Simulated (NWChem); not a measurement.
# SiH$_{2}$F$_{2}$; SMILES F[SiH2]F

Program: NWChem. Structure relaxed at the PBE-D3(BJ)/def2-SVP level. B3LYP is NWChem's, with the RPA form of VWN correlation. Vertical excitations in the gas phase; the lowest state need not have the same character in each row.

```tsv
level	lowest excitation, singlet (eV)	oscillator strength of that lowest state	lowest state with f > 0.02, singlet (eV)	orbital gap (eV)
PBE/def2-SVP, TDA	8.27	0.000	9.87	8.08
B3LYP/def2-SVP, TDA	8.81	0.000	10.64	10.16
PBE0/def2-SVP, TDA	…	0.000	…	…
CAM-B3LYP/def2-SVP, TDA	8.98	0.000	9.53	13.15
```

Some entries are withheld; supply them.


- PBE0/def2-SVP, TDA, lowest excitation, singlet (eV): 8.88
- PBE0/def2-SVP, TDA, lowest state with f > 0.02, singlet (eV): 9.40
- PBE0/def2-SVP, TDA, orbital gap (eV): 10.62
